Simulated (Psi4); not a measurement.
C$_{4}$H$_{11}$O$_{2}$ (SMILES COCC(C)[OH2+]), charge +1, singlet, at the geometry of the source list; PBE0/3-21G run with Psi4.

Input for Psi4:
```
memory 2 GB

molecule {
1 1
  C     1.93060000   -0.08730000   -1.56730000
  O     0.63350000   -0.01390000   -0.97590000
  C     0.57850000    0.56490000    0.32720000
  C    -0.59750000   -0.16080000    1.02790000
  C    -1.92710000    0.53040000    0.81500000
  O    -0.59460000   -1.47940000    0.39330000
  H     2.62190000   -0.64650000   -0.93340000
  H     1.80380000   -0.59500000   -2.52060000
  H     2.31800000    0.91650000   -1.74010000
  H     0.39530000    1.63880000    0.26010000
  H     1.51860000    0.39250000    0.85960000
  H    -0.39250000   -0.30930000    2.09050000
  H    -2.10730000    0.71080000   -0.24240000
  H    -1.92870000    1.48670000    1.32630000
  H    -2.74270000   -0.05820000    1.22640000
  H    -1.50240000   -1.75090000    0.16710000
  H    -0.00750000   -1.13950000   -0.51360000
}

set basis 3-21g

energy('pbe0')
print_variables()
```

What the program printed (banner, timings and long lists left out):

```
   => Loading Basis Set <=

    Name: 3-21G
    Role: ORBITAL
    Keyword: BASIS

         ---------------------------------------------------------
                                   SCF
               by Justin Turney, Rob Parrish, Andy Simmonett
                          and Daniel G. A. Smith
                              RKS Reference
         ---------------------------------------------------------

  ==> Geometry <==

    Molecular point group: c1
    Full point group: C1

    Geometry (in Angstrom), charge = 1, multiplicity = 1:

       Center              X                  Y                   Z               Mass
    ------------   -----------------  -----------------  -----------------  -----------------
         C            1.926070610012     0.056183085580    -1.544184176447    12.000000000000
         O            0.628970610012     0.129583085580    -0.952784176447    15.994914619570
         C            0.573970610012     0.708383085580     0.350315823553    12.000000000000
         C           -0.602029389988    -0.017316914420     1.051015823553    12.000000000000
         C           -1.931629389988     0.673883085580     0.838115823553    12.000000000000
         O           -0.599129389988    -1.335916914420     0.416415823553    15.994914619570
         H            2.617370610012    -0.503016914420    -0.910284176447     1.007825032230
         H            1.799270610012    -0.451516914420    -2.497484176447     1.007825032230
         H            2.313470610012     1.059983085580    -1.716984176447     1.007825032230
         H            0.390770610012     1.782283085580     0.283215823553     1.007825032230
         H            1.514070610012     0.535983085580     0.882715823553     1.007825032230
         H           -0.397029389988    -0.165816914420     2.113615823553     1.007825032230
         H           -2.111829389988     0.854283085580    -0.219284176447     1.007825032230
         H           -1.933229389988     1.630183085580     1.349415823553     1.007825032230
         H           -2.747229389988     0.085283085580     1.249515823553     1.007825032230
         H           -1.506929389988    -1.607416914420     0.190215823553     1.007825032230
         H           -0.012029389988    -0.996016914420    -0.490484176447     1.007825032230

  Running in c1 symmetry.

  Rotational constants: A =      0.22498  B =      0.07201  C =      0.06375 [cm^-1]
  Rotational constants: A =   6744.74971  B =   2158.82611  C =   1911.20331 [MHz]
  Nuclear repulsion =  278.674856054881730

  Charge       = 1
  Multiplicity = 1
  Electrons    = 50
  Nalpha       = 25
  Nbeta        = 25

  ==> Algorithm <==

  SCF Algorithm Type is DF.
  DIIS enabled.
  MOM disabled.
  Fractional occupation disabled.
  Guess Type is SAD.
  Energy threshold   = 1.00e-06
  Density threshold  = 1.00e-06
  Integral threshold = 1.00e-12

  ==> Primary Basis <==

  Basis Set: 3-21G
    Blend: 3-21G
    Number of shells: 52
    Number of basis functions: 76
    Number of Cartesian functions: 76
    Spherical Harmonics?: false
    Max angular momentum: 1

  ==> DFT Potential <==

   => LibXC <=

    Version 7.1.2
    S. Lehtola, C. Steigemann, M. J. T. Oliveira, and M. A. L. Marques,  SoftwareX 7, 1–5 (2018) (10.1016/j.softx.2017.11.002)

   => Composite Functional: PBE0 <=

    PBE0 Hyb-GGA Exchange-Correlation Functional

    C. Adamo and V. Barone,  J. Chem. Phys. 110, 6158 (1999) (10.1063/1.478522)
    M. Ernzerhof and G. E. Scuseria,  J. Chem. Phys. 110, 5029 (1999) (10.1063/1.478401)

    Deriv               =              1
    GGA                 =           TRUE
    Meta                =          FALSE

    Exchange Hybrid     =           TRUE
    MP2 Hybrid          =          FALSE

   => Exchange Functionals <=

    0.7500   Perdew, Burke & Ernzerhof

   => Exact (HF) Exchange <=

    0.2500               HF

   => Correlation Functionals <=

    1.0000   Perdew, Burke & Ernzerhof

[...]

  ==> Integral Setup <==

  SCF_SUBTYPE=INCORE selected. In-core MEM_DF algorithm will be used.
  Using in-core AOs.

  ==> MemDFJK: Density-Fitted J/K Matrices <==

    J tasked:                   Yes
    K tasked:                   Yes
    wK tasked:                   No
    Algorithm:                 Core
    Schwarz Cutoff:           1E-12
    Mask sparsity (%):       3.7050
    Fitting Condition:        1E-10

   => Auxiliary Basis Set <=

  Basis Set: (3-21G AUX)
    Blend: DEF2-UNIVERSAL-JKFIT
    Number of shells: 216
    Number of basis functions: 762
    Number of Cartesian functions: 762
    Spherical Harmonics?: false
    Max angular momentum: 4

  Minimum eigenvalue in the overlap matrix is 1.1475702028E-02.
  Reciprocal condition number of the overlap matrix is 2.4741174662E-03.
    Using symmetric orthogonalization.

  ==> Pre-Iterations <==

  SCF Guess: Superposition of Atomic Densities via on-the-fly atomic UHF (no occupation information).

   -------------------------
    Irrep   Nso     Nmo
   -------------------------
     A         76      76
   -------------------------
    Total      76      76
   -------------------------

  ==> Iterations <==

                           Total Energy        Delta E     RMS |[F,P]|

   @DF-RKS iter SAD:  -306.84002588519405   -3.06840e+02   0.00000e+00
   @DF-RKS iter   1:  -307.03409920850856   -1.94073e-01   7.16915e-03 ADIIS/DIIS
   @DF-RKS iter   2:  -307.06784689596634   -3.37477e-02   6.09411e-03 ADIIS/DIIS
   @DF-RKS iter   3:  -307.17575677057278   -1.07910e-01   4.10770e-04 ADIIS/DIIS
   @DF-RKS iter   4:  -307.17621763123856   -4.60861e-04   1.65500e-04 ADIIS/DIIS
   @DF-RKS iter   5:  -307.17627589341942   -5.82622e-05   5.63829e-05 DIIS
   @DF-RKS iter   6:  -307.17628176854794   -5.87513e-06   1.29449e-05 DIIS
   @DF-RKS iter   7:  -307.17628218162906   -4.13081e-07   3.00981e-06 DIIS
   @DF-RKS iter   8:  -307.17628220235065   -2.07216e-08   8.62911e-07 DIIS
  Energy and wave function converged.

  ==> Post-Iterations <==

   Electrons on quadrature grid:
      Ntotal   =   50.0000719759 ; deviation = 7.198e-05

    Orbital Energies [Eh]
    ---------------------

    Doubly Occupied:

[...]
      25A     -0.491428

    Virtual:

[...]
    Final Occupation by Irrep:
              A
    DOCC [    25 ]
    NA   [    25 ]
    NB   [    25 ]

  @DF-RKS Final Energy:  -307.17628220235065

   => Energetics <=

    Nuclear Repulsion Energy =            278.6748560548817295
    One-Electron Energy =                -958.9029390082469035
    Two-Electron Energy =                 405.1119210618196007
    DFT Exchange-Correlation Energy =     -32.0601203108050612
    Empirical Dispersion Energy =           0.0000000000000000
    VV10 Nonlocal Energy =                  0.0000000000000000
    Total Energy =                       -307.1762822023506487

Computation Completed

Properties will be evaluated at   0.000000,   0.000000,   0.000000 [a0]

Properties computed using the SCF density matrix

 Multipole Moments:

 ------------------------------------------------------------------------------------
     Multipole            Electronic (a.u.)      Nuclear  (a.u.)        Total (a.u.)
 ------------------------------------------------------------------------------------

 L = 1.  Multiply by 2.5417464519 to convert [e a0] to [Debye]
 Dipole X            :         -0.1521550           -0.0685950           -0.2207499
 Dipole Y            :         -2.2992617            2.0793363           -0.2199255
 Dipole Z            :         -0.0971210            0.2169538            0.1198328
 Magnitude           :                                                    0.3338527

 ------------------------------------------------------------------------------------

  Variable Map:
  ----------------------------------------------------------------------------
[...]
  Array Variable Map:
  ----------------------------------------------------------------------------
[...]
[...]
```
